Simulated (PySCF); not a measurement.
C3H5BF2O.
Cartesian coordinates in Å at the PBE0-D3(BJ)/def2-SVP level; atoms count from 1:
```xyz
12
C3H5BF2O angstrom
C      0.9680   -0.3451   -0.9000
C      0.4492    0.1100    0.2571
O     -0.8619    0.2280    0.5510
C     -1.7866   -0.1860   -0.4133
B      1.3914    0.5692    1.4149
F      0.9284    1.0663    2.5410
F      2.7012    0.4662    1.2865
H      0.3691   -0.6733   -1.7516
H      2.0531   -0.3895   -1.0020
H     -2.7855   -0.0474    0.0187
H     -1.6486   -1.2508   -0.6750
H     -1.7051    0.4142   -1.3379
```

Jobs on this species (12 atoms, 54 electrons) with PySCF (density fitting). Hardware of each: an Arm Neoverse V1 with one thread, no GPU (shared host). The host was shared with other jobs, so the times are rough. Peak memory is the resident size of the whole Python process, interpreter and libraries included.

| level and settings | work | basis functions | SCF cycles | wall time | peak memory |
| --- | --- | --- | --- | --- | --- |
| delta-SCF UKS HF, pcX-2 on the ionised atom, pcseg-1 elsewhere, spin-free X2C | ΔSCF core ionisation, 6 holes | 154 | ? | ? | ? |
| delta-SCF UKS PBE, pcX-2 on the ionised atom, pcseg-1 elsewhere, spin-free X2C | ΔSCF core ionisation, 6 holes | 154 | ? | ? | ? |
| delta-SCF UKS SCAN, pcX-2 on the ionised atom, pcseg-1 elsewhere, non-relativistic | ΔSCF core ionisation, 6 holes | 154 | 121 | 49 s | 0.53 GiB |
| delta-SCF UKS SCAN, pcX-2 on the ionised atom, pcseg-1 elsewhere, spin-free X2C | ΔSCF core ionisation, 6 holes | 154 | 121 | 51 s | 0.55 GiB |
| delta-SCF UKS SCAN, pcX-1 on the ionised atom, pcseg-1 elsewhere, spin-free X2C | ΔSCF core ionisation, 6 holes | 133 | 119 | 42 s | 0.44 GiB |
| delta-SCF UKS SCAN, def2-TZVP on the ionised atom, pcseg-1 elsewhere, spin-free X2C | ΔSCF core ionisation, 6 holes | 140 | 121 | 47 s | 0.47 GiB |
| delta-SCF UKS B3LYP, pcX-2 on the ionised atom, pcseg-1 elsewhere, spin-free X2C | ΔSCF core ionisation, 6 holes | 154 | 105 | 58 s | 0.60 GiB |
| PBE0-D3(BJ)/def2-SVP, grid level 1 | geometry optimisation from a GFN2-xTB start shaken at random | 123 | 65 | 54 s | 0.49 GiB |
| delta-SCF UKS PBE0, pcX-2 on the ionised atom, pcseg-1 elsewhere, spin-free X2C | ΔSCF core ionisation, 6 holes | 154 | 103 | 56 s | 0.59 GiB |

Fill in the missing figures.

- delta-SCF UKS HF, pcX-2 on the ionised atom, pcseg-1 elsewhere, spin-free X2C; ΔSCF core ionisation, 6 holes: 36 s, 0.49 GiB, 105 SCF cycles
- delta-SCF UKS PBE, pcX-2 on the ionised atom, pcseg-1 elsewhere, spin-free X2C; ΔSCF core ionisation, 6 holes: 28 s, 0.60 GiB, 110 SCF cycles

What do all jobs in the table cost together?

About 7.0 min; the longest takes about 14 % of that, and about 2.1 times as long as the shortest.
